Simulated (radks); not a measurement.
Results of a calculation; reference values are marked as such.
Problem. All-electron atom: Br+ in [Ar] 3d10 4s2 4p4. Level of theory: Dirac Kohn-Sham, LB94 model potential, spin-unpolarised, spherical densities, finite nucleus; open shells fill j = l - 1/2 first; Fermi nuclear charge, rms radius 4.1629 fm (a radial shooting solver on a logarithmic mesh with Libxc functionals). Some entries of the table are withheld. Estimate them.

orbital,occ.,eigenvalue (hartree),<r> (bohr)
1s1/2,2,-493.2651,0.04266
2s1/2,2,-65.10761,0.1887
2p1/2,2,-58.83405,0.1621
2p3/2,4,-57.06072,0.1660
3s1/2,2,-9.52976,0.5526
3p1/2,2,(1),(2)
3p3/2,4,(3),(4)
3d3/2,4,-3.27818,0.5829
3d5/2,6,-3.23701,0.5870
4s1/2,2,-1.32964,1.606
4p1/2,2,-0.85702,(5)
4p3/2,2,-0.83392,(6)

Solution. 
(1) 3p1/2 eigenvalue (hartree): -7.34071
(2) 3p1/2 <r> (bohr): 0.5574
(3) 3p3/2 eigenvalue (hartree): -7.08827
(4) 3p3/2 <r> (bohr): 0.5680
(5) 4p1/2 <r> (bohr): 1.910
(6) 4p3/2 <r> (bohr): 1.950
